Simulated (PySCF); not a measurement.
**Radial density of Ca (calcium, neutral)**

UHF, [Ar] 4s1 4p1, high-spin 3P determinant (an excited configuration). Computed with PySCF 2.14 in aug-cc-pwCVQZ-X2C (11s10p8d6f3g, 150 functions), with scalar relativity by spin-free X2C-1e.

```json
{"r (bohr)": "0.00100", "4πr²ρ (e/bohr)": "0.08396", "4πr²(ρα − ρβ)": "0.0000"}
{"r (bohr)": "0.00169", "4πr²ρ (e/bohr)": "0.2206", "4πr²(ρα − ρβ)": "0.0001"}
{"r (bohr)": "0.00284", "4πr²ρ (e/bohr)": "0.5704", "4πr²(ρα − ρβ)": "0.0002"}
{"r (bohr)": "0.00478", "4πr²ρ (e/bohr)": "1.434", "4πr²(ρα − ρβ)": "0.0005"}
{"r (bohr)": "0.00804", "4πr²ρ (e/bohr)": "3.435", "4πr²(ρα − ρβ)": "0.0011"}
{"r (bohr)": "0.0135", "4πr²ρ (e/bohr)": "7.571", "4πr²(ρα − ρβ)": "0.0024"}
{"r (bohr)": "0.0228", "4πr²ρ (e/bohr)": "14.48", "4πr²(ρα − ρβ)": "0.0045"}
{"r (bohr)": "0.0383", "4πr²ρ (e/bohr)": "21.83", "4πr²(ρα − ρβ)": "0.0061"}
{"r (bohr)": "0.0644", "4πr²ρ (e/bohr)": "22.79", "4πr²(ρα − ρβ)": "0.0050"}
{"r (bohr)": "0.108", "4πr²ρ (e/bohr)": "17.39", "4πr²(ρα − ρβ)": "0.0057"}
{"r (bohr)": "0.182", "4πr²ρ (e/bohr)": "21.01", "4πr²(ρα − ρβ)": "0.0223"}
{"r (bohr)": "0.306", "4πr²ρ (e/bohr)": "23.03", "4πr²(ρα − ρβ)": "0.0172"}
{"r (bohr)": "0.515", "4πr²ρ (e/bohr)": "8.415", "4πr²(ρα − ρβ)": "0.0099"}
{"r (bohr)": "0.867", "4πr²ρ (e/bohr)": "7.288", "4πr²(ρα − ρβ)": "0.0850"}
{"r (bohr)": "1.46", "4πr²ρ (e/bohr)": "4.976", "4πr²(ρα − ρβ)": "-0.0054"}
{"r (bohr)": "2.45", "4πr²ρ (e/bohr)": "0.7741", "4πr²(ρα − ρβ)": "0.2691"}
{"r (bohr)": "4.12", "4πr²ρ (e/bohr)": "0.5105", "4πr²(ρα − ρβ)": "0.5066"}
{"r (bohr)": "6.94", "4πr²ρ (e/bohr)": "0.1398", "4πr²(ρα − ρβ)": "0.1398"}
{"r (bohr)": "11.7", "4πr²ρ (e/bohr)": "0.003802", "4πr²(ρα − ρβ)": "0.0038"}
```

Densities and radii are taken from the X2C orbitals without a picture-change correction, which distorts them close to the nucleus.

Q: Where is the radial spin density 4πr²(ρα − ρβ) most negative, and why is it negative at all?

A: Around r = 1.46 bohr, down to -0.0054 e/bohr: exchange with the open shell polarises the paired shells in an unrestricted calculation.
